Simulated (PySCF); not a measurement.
**NbH₅, singlet: data card**

Level of theory: PBE0/[Nb def2-TZVP with ECP28, H def2-TZVP], scalar-relativistic core potentials, density fitting, no spin–orbit coupling, PySCF.

The structure is a minimum.

Z-matrix (Å, degrees; charge 0 multiplicity 1):
```
Nb
H  1 1.7494
H  1 1.7151 2 119.89
H  1 1.7151 2 70.62 3 43.07
H  1 1.7494 2 102.34 3 -74.57
H  1 1.7737 2 118.14 3 153.79
```

| Item | Value |
| --- | --- |
| Point group | Cs |
| Bond lengths | Nb–H 1.715 Å (×2), Nb–H 1.749 Å (×2), Nb–H 1.774 Å |
| Bond angles | H–Nb–H 64.4°, H–Nb–H 70.6° (×2), H–Nb–H 102.3°, H–Nb–H 116.8° (×2), H–Nb–H 118.1° (×2), H–Nb–H 119.9° (×2) |
| Lowest empty level | -3.15 eV |
| Heat capacity Cp at 298.15 K | 61.6 J/(mol K) |
| Zero-point energy | 83.1 kJ/mol |
| Dipole moment | 1.60 D |
| Principal polarisabilities | 45.7, 50.7, 51.5 bohr³ |
| Enthalpy at 298.15 K above 0 K | 13.39 kJ/mol |
| Highest occupied level | -8.37 eV |
| Entropy at 298.15 K and 1 bar | 261.4 J/(mol K) |
| Rotational constants | 1.822, 1.719, 1.477 cm⁻¹ |
| Rotational symmetry number | 1 |
| Principal quadrupole moments (Buckingham, traceless) about the centre of mass | -2.05, -1.05, 3.10 D Å |
| Atomisation energy without zero-point energy | 1303 kJ/mol |

Harmonic modes (masses in u: Nb 92.906, H 1.008):
```tsv
symmetry	ω (cm⁻¹)	IR (km/mol)	μ (u)
a''	255	1.9	1.02
a'	276	158	1.03
a'	735	42.7	1.02
a''	776	58.2	1.03
a'	778	35.9	1.02
a''	862	43.0	1.01
a'	888	41.2	1.02
a'	1801	418	1.02
a''	1821	123	1.01
a'	1865	223	1.02
a''	1904	219	1.02
a'	1939	111	1.02
```

Charges (e):
```csv
atom,Mulliken,Löwdin,polar tensor,Mayer order to Nb1
Nb1,0.27,0.19,1.21,–
"H2,5",-0.07,-0.05,-0.27,0.98
"H3,4",0.01,0.00,-0.15,0.97
H6,-0.15,-0.09,-0.36,0.97
```

Mulliken populations on Nb1 (electrons outside its core potential): s 2.71, p 6.57, d 3.43, f 0.02.

Stability towards spin polarisation was not tested. Other isomers or separated fragments may lie lower.

The final relaxation and frequency run took 61 s on 2 threads of a shared Arm Neoverse V2 host, with 70 basis functions and 20 gradients; the process peaked at 1.1 GiB. Launch command: `OMP_NUM_THREADS=2 python axn.py task.json out`.
